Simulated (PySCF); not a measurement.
Work out the structure from these simulated measurements.

Elements present: C, H, O, S and Si. Monoisotopic mass: 181.9709 u.

* Rotational structure: rotational constants A, B, C: 1.074, 1.014, 0.667 GHz [GFN2-xTB]
* 13C NMR: chemical shifts (computed TMS as zero) by class: 39.9 (1 C), 27.2 (1 C) ppm [GIAO PBE0/pcSseg-1]
* Dipole: 1.24 D [PBE0/pcSseg-1]
* 1H NMR: chemical shifts (computed TMS as zero) by class: 5.47 (1 H), 5.39 (3 H), 5.39 (1 H), 5.15 (1 H), 2.99 (1 H), 2.09 (3 H) ppm [GIAO PBE0/pcSseg-1]
* NMR, other nuclei: isotropic shieldings of nuclei other than C and H, by class: 219 (1 O), 277 (1 O), 353 (1 Si), 371 (1 Si), 387 (1 Si), 573 (1 S) ppm [GIAO PBE0/pcSseg-1]

Electronic properties: PySCF, gas phase, density fitting. Levels stand in brackets. Geometry: GFN2-xTB, one conformer, isolated molecule. GFN2-xTB frequencies show an imaginary mode (31i cm⁻¹), so this geometry is no minimum at that level. Each NMR value is the plain mean over a class of atoms that symmetry, rotation or inversion makes alike.

Problem. Which formula fits the mass and the elements?

Solution. C2H10O2SSi3 (calculated 181.9709). Within 0.0003 u, C3H10OS2Si2 would fit the mass too; the spectra decide.

Problem. What is the compound? Reason from the data.

Solution. Numbering: `[CH3:1][S:2][C@@H:3]1[SiH2:4][O:5][Si@@H:6]1[O:7][SiH3:8]`. Its formula, C2H10O2SSi3, gives 1 degree of unsaturation: 1 ring and 0 π bonds in the structure found. 2 carbons fall into 2 classes; from least to most shielded: ring sp3 carbon bound to sulfur [C3] (39.9 ppm), S-methyl carbon [C1] (27.2 ppm). Hydrogen classes from least to most shielded: 1 H on an oxygen-bound silicon, Si4 (5.47 ppm), 3 H on an oxygen-bound silicon, Si8 (5.39 ppm), 1 H on an oxygen-bound silicon, Si4 (5.39 ppm), 1 H on an oxygen-bound silicon, Si6 (5.15 ppm), 1 H on an sp3 carbon bound to sulfur, C3 (2.99 ppm), 3 H on an S-methyl carbon, C1 (2.09 ppm). The other shieldings belong to: 219 ppm, siloxane oxygen [O5]; 277 ppm, siloxane oxygen [O7]; 353 ppm, oxygen-bound silicon [Si4]; 371 ppm, oxygen-bound silicon [Si6]; 387 ppm, oxygen-bound silicon [Si8]; 573 ppm, sulfide sulfur [S2]. The optimised geometry has point group C1 and is an asymmetric top. Structure: `CS[C@H]1[Si@@H](O[SiH3])O[SiH2]1`. Computed isomers that give other values at the same levels: `CO[Si@@H]1CO[Si@H]1S[SiH3]` (13C chemical shifts (computed TMS as zero) by class: 69.9 (1 C), 54.0 (1 C) ppm). The assignments are read from this structure; whether some other isomer fits the data as well wasn't checked. The mirror image fits equally.

Shape of the structure used: `[CH3:1][S:2][C@@H:3]1[SiH2:4][O:5][Si@@H:6]1[O:7][SiH3:8]`: C1–S2–C3–Si4 164°, O5–Si6–O7–Si8 -43°.
